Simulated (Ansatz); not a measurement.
Mulliken charges of FH6NSi2, SMILES `F[SiH2]N[SiH3]` from r2SCAN/def2-TZVPP in Ansatz (PBE0-D4/def2-TZVP geometry).

```csv
atom,x (Å),y (Å),z (Å),charge (e)
F1,-1.562,0.994,-1.777,-0.327
Si2,-0.375,1.302,-0.746,0.625
N3,0.515,-0.095,-0.336,-0.407
Si4,0.195,-1.236,0.929,0.377
H5,0.517,2.267,-1.427,-0.094
H6,-1.010,1.839,0.476,-0.090
H7,1.264,-0.336,-0.970,0.136
H8,1.391,-1.422,1.792,-0.079
H9,-0.186,-2.570,0.392,-0.078
H10,-0.924,-0.683,1.730,-0.064
```

**Question.** By hand: the dipole of these point charges (1 e Å = 4.8032 D).

**Answer.** Σ q r = (0.318, -0.006, 0.278) e Å, of length 0.422 e Å = 2.03 D.

**Question.** How does the dipole of the full density compare? (Estimate.)

**Answer.** The calculation gave: (0.339, -0.068, 0.064) e Å, 1.69 D; the point charges give 1.20 times that, at 32° from its direction.

Point charges leave out the atoms' own dipoles, such as those of lone pairs, and Mulliken's split depends on the basis, so the two needn't agree.
